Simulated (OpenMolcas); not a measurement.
O III: the spin-orbit constant, Slater's ratio, worked from levels

| Quantity | Value |
| --- | --- |
| Program | OpenMolcas 26.06 |
| Basis | ANO-R3 [4s4p2d1f] |
| Scalar Hamiltonian | X2C, finite nucleus |
| Active space | 4 electrons in 4 orbitals (2s 2p) |
| State averaging | 2S+1 = 3 even, 6 roots; 2S+1 = 1 even, 11 roots; 2S+1 = 5 odd, 1 root; 2S+1 = 3 odd, 9 roots; 2S+1 = 1 odd, 8 roots |
| Spin-orbit coupling | state interaction with AMFI integrals over the reference wave functions, term energies averaged over their components |

Methods: CASSCF; MS-CASPT2, IPEA 0.25 Eh, imaginary shift 0.1 Eh (closed shells correlated: 1s).

**The spin-orbit constant.** For the Hund term 3P of p2, E(J) = (A/2) J(J+1) + constant and ζ = 2S·A = 2A. From J = 0 to J = 2 the energy changes by 3 A.

```csv
Source,E(2) - E(0),A,ζ
CASSCF,304.8,101.6,203
MS-CASPT2,305.8,101.9,204
```

All in cm-1. Both methods take the spin-orbit matrix elements from the reference wave functions, so the second can move ζ only through the term energies and any multistate remixing. Second-order mixing with other terms is absorbed into this ζ.

**Slater's ratio.** With one set of orbitals, p2 has 1D - 3P = 6 F2 and 1S - 1D = 9 F2 (F2 = F²/25), a ratio of 3/2. Term energies are centres of gravity, weighted by 2J + 1.

```csv
Source,1D - 3P,1S - 3P,F2 from the first,Ratio
CASSCF,22428,40295,3738,0.797
MS-CASPT2,20203,42456,3367,1.101
```

Energies in cm-1. A ratio away from 3/2 shows effects beyond one configuration with one set of orbitals, and in heavier atoms second-order spin-orbit shifts. In CASSCF the valence s occupation is 1.87 in 1S against 1.96 in 1D: mixing out of s² acts most on 1S and pulls it down.

Term energies are means over components that CASPT2 splits; among the terms shown or strongly mixed into the levels shown the widest spread is 24 cm-1 (2s2 2p2 1D, MS-CASPT2). Only configurations of the active space appear.
